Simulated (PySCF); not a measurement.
A mixed set of molecules. The calculation used TDDFT wB97X-D/def2-SVPD, vertical, gas phase, core orbitals frozen in the response in PySCF. Geometries: GFN2-xTB; one conformer of each isolated species. Triplets are in the Tamm–Dancoff approximation.

Task: Rank by computed lowest singlet excitation energy, lowest first.
A. `F[SiH2]F`
B. `N#C[C@@H]1CCC[C@@H]1F`
C. `[SiH3]/N=C/CN[SiH3]`
D. `C[C@@H]1CC[C@@]1(F)C#N`
E. `C=CC(=C)O[SiH3]`

Result: C (4.37 eV), E (5.77 eV), D (7.14 eV), B (7.84 eV), A (8.69 eV).

| SMILES | S1 (eV) | HOMO (eV) | first f ≥ 0.01 (nm) | LUMO (eV) | f (S1) | gap (eV) | S1 mainly |
| --- | --- | --- | --- | --- | --- | --- | --- |
| [SiH3]/N=C/CN[SiH3] | 4.37 | -8.70 | 191 | 1.17 | 0.000 | 9.87 | H→L (53%) |
| C=CC(=C)O[SiH3] | 5.77 | -8.46 | 215 | 0.95 | 0.487 | 9.41 | H→L (97%) |
| C[C@@H]1CC[C@@]1(F)C#N | 7.14 | -10.92 | 139 | 1.55 | 0.001 | 12.47 | H→L (68%) |
| N#C[C@@H]1CCC[C@@H]1F | 7.84 | -11.07 | 137 | 1.90 | 0.000 | 12.97 | H-1→L+1 (25%) |
| F[SiH2]F | 8.69 | -12.14 | 135 | 1.86 | 0.000 | 13.99 | H→L (99%) |

H and L stand for HOMO and LUMO.

- `[SiH3]/N=C/CN[SiH3]`: Löwdin shares by element: HOMO nitrogen 50%, carbon 20% (atoms not listed hold the other 30%); LUMO carbon 45%, nitrogen 32% or more, silicon 7% or more (atoms not listed hold the other 17%).
- `C=CC(=C)O[SiH3]`: Löwdin shares by element: HOMO carbon 80% (atoms not listed hold the other 20%); LUMO carbon 80% (atoms not listed hold the other 20%).
- `C[C@@H]1CC[C@@]1(F)C#N`: Löwdin shares by element: HOMO carbon 46% or more, nitrogen 14% (atoms not listed hold the other 39%); LUMO carbon 38% or more, nitrogen 25%, fluorine 11% (atoms not listed hold the other 26%).
- `N#C[C@@H]1CCC[C@@H]1F`: Löwdin shares by element: HOMO carbon 43% or more, nitrogen 33% (atoms not listed hold the other 24%); LUMO hydrogen 23% or more, carbon 20% or more (atoms not listed hold the other 57%).
- `F[SiH2]F`: Löwdin shares by element: HOMO hydrogen 43%, silicon 31%, fluorine 13% or more; LUMO silicon 44%, hydrogen 31%, fluorine 12% or more.
